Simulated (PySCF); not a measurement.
3-chloroanisole (C1(Cl)=CC(OC)=CC=C1, C7H7ClO)

Geometry:
| atom | x (Å) | y (Å) | z (Å) |
| --- | --- | --- | --- |
| C1 | 2.520 | 0.716 | 0.610 |
| O2 | 1.682 | -0.364 | 0.306 |
| C3 | 0.352 | -0.214 | 0.443 |
| C4 | -0.436 | -1.330 | 0.124 |
| C5 | -1.817 | -1.256 | 0.239 |
| C6 | -2.445 | -0.085 | 0.669 |
| C7 | -1.649 | 1.011 | 0.982 |
| Cl8 | -2.392 | 2.483 | 1.521 |
| C9 | -0.258 | 0.968 | 0.876 |
| H10 | 3.548 | 0.378 | 0.430 |
| H11 | 2.426 | 1.024 | 1.667 |
| H12 | 2.314 | 1.590 | -0.033 |
| H13 | 0.065 | -2.239 | -0.211 |
| H14 | -2.424 | -2.129 | -0.012 |
| H15 | -3.529 | -0.019 | 0.762 |
| H16 | 0.319 | 1.855 | 1.134 |

Method used: TDDFT CAM-B3LYP/aug-cc-pVDZ excited states, vertical, gas phase (PySCF). Geometry: PBE0-D3(BJ)/def2-SVP.

**Question.** Give the one- and two-photon strengths of the lowest singlets.

**Answer.** δ for parallel linear polarisation; σ at the peak of a Lorentzian of half width 0.1 eV, single beam; Ω is circular over linear.
| state | E (eV) | f | photon λ (nm) | δ (au) | σ (GM) | Ω | main |
| --- | --- | --- | --- | --- | --- | --- | --- |
| S1 | 5.07 | 0.039 | 490 | 2.19 | 0.02 | 0.87 | HOMO→LUMO+1 0.68, HOMO−1→LUMO+4 0.16 |
| S2 | 5.72 | 0.068 | 433 | 73 | 0.88 | 0.32 | HOMO→LUMO+4 0.59, HOMO−1→LUMO+1 0.26 |
| S3 | 5.87 | 0.007 | 422 | 46.6 | 0.59 | 1.50 | HOMO→LUMO 0.74, HOMO→LUMO+2 0.14 |
| S4 | 6.23 | 0.010 | 398 | 23.6 | 0.34 | 1.50 | HOMO→LUMO+2 0.49, HOMO→LUMO+9 0.10 |
| S5 | 6.43 | 0.000 | 386 | 42.3 | 0.64 | 1.50 | HOMO→LUMO+2 0.23, HOMO→LUMO+7 0.21 |
| S6 | 6.49 | 0.523 | 382 | 29.5 | 0.46 | 1.49 | HOMO−1→LUMO+1 0.65, HOMO→LUMO+4 0.27 |

Among these, the strongest one-photon state is S6, the strongest two-photon state S2, with a dipole change of 1.0 D (relaxed, norm of the difference vector).
